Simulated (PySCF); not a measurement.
**Computed properties of C6H4N2, SMILES n1ccc(C#N)cc1**

pyridine-4-carbonitrile (C6H4N2), SMILES N#Cc1ccncc1. Geometry optimised at TPSSh-D3(BJ)/def2-SVP. The values are those of a single conformer. All values are computed for the isolated molecule unless a solvent is named; none is compared with measurement here.

**Structure.** The optimised structure has C2v symmetry. All 30 harmonic modes at TPSSh-D3(BJ)/def2-SVP (PySCF) are real, so it is a minimum. With heavy atoms numbered as in [N:1]#[C:2][c:3]1[cH:4][cH:5][n:6][cH:7][cH:8]1, the shortest bond between them is N1–C2 at 1.164 Å and the longest C2–C3 at 1.435 Å.

**Vibrations.** The strongest infrared lines (harmonic, unscaled, degenerate partners summed) lie at 842 cm⁻¹ (28 km/mol, H 66 %, C 33 %), 1643 cm⁻¹ (28 km/mol, C 86 %, H 10 %), 3165 cm⁻¹ (24 km/mol, H 92 %, C 8 %). The softest mode is at 144 cm⁻¹ and the zero-point energy is 54.7 kcal/mol.

**Electronic structure.** r2SCAN/def2-TZVP (PySCF) places the frontier levels at -6.91 and -3.04 eV, a gap of 3.87 eV, and gives a dipole moment of 2.15 D. PBE/def2-TZVP (PySCF) at the same geometry gives -6.55 and -3.13 eV, so its gap is 0.45 eV narrower. An orbital gap is neither the optical nor the fundamental gap.

**Excitations.** TDDFT-PBE0/def2-SVPD (PySCF) has S1 at 4.29 eV (289 nm, f = 0.002, weak); the most intense of the 10 singlets computed lies at 6.78 eV (f = 0.42). T1 (TDA) is at 3.64 eV. TDDFT-PBE/def2-SVPD (PySCF) puts S1 at 3.59 eV. No vertical singlet excitation falls in the visible range (under 3.1 eV).

**NMR.** GIAO shifts at KT2/pcSseg-1 (PySCF) (non-relativistic, atoms alike by connectivity averaged): ¹³C from 115.9 to 148.1 ppm against TMS; ¹H from 7.4 to 9.0 ppm against TMS.

**Solvation.** SMD-M06-2X/6-31G* (PySCF) gives -5.3 kcal/mol in water, -6.9 kcal/mol in cyclohexanone, -6.6 kcal/mol in ethanol (1 M in both phases, gas-phase geometry).
